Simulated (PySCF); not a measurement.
## Finite-field polarisability of He (helium, neutral)

1s2, closed-shell 1S. Computed with PySCF 2.14 in aug-cc-pVTZ with one added diffuse shell each of s, p, d type (5s4p3d, 32 functions), with the non-relativistic Hamiltonian (point nucleus). Frozen: nothing. Energy changes in a uniform field (μhartree):

| axis | F (au) | HF | MP2 | CCSD | CCSD(T) |
| --- | --- | --- | --- | --- | --- |
| x | 0.012 | -95.343 | -98.263 | -100.007 | -100.007 |
| x | 0.024 | -381.732 | -393.460 | -400.463 | -400.463 |

Problem. Derive α along x at CCSD(T) from the two fields.

Solution. With ΔE = −αF²/2 − γF⁴/24, α = −(16 ΔE(F) − ΔE(2F))/(6F²) = 1.388 bohr³.

Problem. And the mean polarisability at each level?

Solution. HF 1.324, MP2 1.364, CCSD 1.388, CCSD(T) 1.388 bohr³. Reference: 1.384 bohr³ (recommended; Schwerdtfeger and Nagle, table of static dipole polarizabilities (2023 update)).

The same two fields give the second hyperpolarisability, to two digits from the fit; its basis error is larger: HF 35, MP2 39, CCSD 42, CCSD(T) 42 au.
